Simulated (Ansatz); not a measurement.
**Ligand exchange: C3H10Si2 + In(CH3)2(OH) → C2H8OSi2 + In(CH3)3**

Species: C3H10Si2 `C[SiH2]/C=C/[SiH3]`, singlet; In(CH3)2(OH), singlet; C2H8OSi2 `O[SiH2]/C=C/[SiH3]`, singlet; In(CH3)3, singlet. The partners trade CH3 for OH: Si–CH3 and In–OH bonds give way to Si–OH and In–CH3.

Shapes, held fixed at every level: PBE0-D4/def2-TZVP. Flexible molecules stand in one conformer, not always the lowest. Programs: Ansatz 0.2.0. Electronic energies: no zero-point or thermal term.

```json
{"level": "HF/def2-SVP", "kind": "Hartree–Fock", "ΔE (kJ/mol)": "-26.6", "less CCSD(T)/def2-TZVPP": "-2.0"}
{"level": "SPW92/def2-TZVPP", "kind": "LDA", "ΔE (kJ/mol)": "-17.8", "less CCSD(T)/def2-TZVPP": "+6.8"}
{"level": "PBE-D4/def2-TZVPP", "kind": "GGA", "ΔE (kJ/mol)": "-11.2", "less CCSD(T)/def2-TZVPP": "+13.4"}
{"level": "BHLYP-D4/def2-TZVPP", "kind": "global hybrid", "ΔE (kJ/mol)": "-27.2", "less CCSD(T)/def2-TZVPP": "-2.6"}
{"level": "PBE0-D4/def2-TZVPP", "kind": "global hybrid", "ΔE (kJ/mol)": "-19.4", "less CCSD(T)/def2-TZVPP": "+5.2"}
{"level": "r2SCAN0-D4/def2-TZVPP", "kind": "global hybrid", "ΔE (kJ/mol)": "-23.7", "less CCSD(T)/def2-TZVPP": "+0.9"}
{"level": "MP2/def2-SVP", "kind": "perturbation theory", "ΔE (kJ/mol)": "-13.2", "less CCSD(T)/def2-TZVPP": "+11.4"}
{"level": "CCSD(T)/def2-TZVPP", "kind": "coupled cluster or CI", "ΔE (kJ/mol)": "-24.6", "less CCSD(T)/def2-TZVPP": "0.0"}
```

The highest level, CCSD(T)/def2-TZVPP, gives ΔE = -24.6 kJ/mol; the levels span -27.2 to -11.2. The column of differences is taken from that level and isn't an error. No measured value is set beside it here. For atoms past krypton def2 sets carry core potentials with scalar relativity. Correlated rows may include outer-core shells of In, which these sets cover unevenly.
